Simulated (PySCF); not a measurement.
# Exercise with solution: dipole moment from atomic charges

Mo(S)2(OH)(Me) (CH4MoOS2), SMILES [S]=[Mo](=[S])([CH3])[OH], multiplicity 1. Atoms are numbered in the order given.

```xyz
9

Mo    -0.1560     0.1198    -0.0089
S      0.8651    -0.4870    -1.7629
S      1.0832    -0.0721     1.6952
O     -0.9992     1.7753    -0.1826
H     -0.9984     2.4832     0.4788
C     -1.6483    -1.3387     0.2567
H     -1.2159    -2.3469     0.3326
H     -2.3202    -1.2905    -0.6160
H     -2.2012    -1.1032     1.1808
```

Geometry optimised at B3LYP-D3(BJ)/def2-SVP. The multiplicity is an assumed one; other spin states were not compared. The def2 effective core potentials stand for the cores of Mo; spin–orbit coupling is left out. The values are those of a single conformer.

Charges (e) from PBE/def2-TZVP run with PySCF:

| atom | ESP fit | Mulliken |
|---|---|---|
| Mo1 | 0.475 | 1.082 |
| S2 | -0.181 | -0.362 |
| S3 | -0.198 | -0.351 |
| O4 | -0.483 | -0.632 |
| H5 | 0.402 | 0.347 |
| C6 | -0.440 | -0.556 |
| H7 | 0.128 | 0.163 |
| H8 | 0.162 | 0.156 |
| H9 | 0.135 | 0.152 |

The dipole moment of the full density is 2.68 D.

Problem. What dipole moment does each set of point charges give, and which comes closer to that of the density?

Solution. 
μ = Σ q r, and 1 e Å = 4.8032 D.
ESP fit: Σ q r = (-0.467, 0.231, 0.249) e Å, |μ| = 2.77 D.
Mulliken: Σ q r = (-0.555, 0.064, 0.310) e Å, |μ| = 3.07 D.
ESP fit comes closer in size. Point charges leave out the atoms' own dipoles (lone pairs, polarised bonds); fits to the potential absorb them, partitions of the density don't.
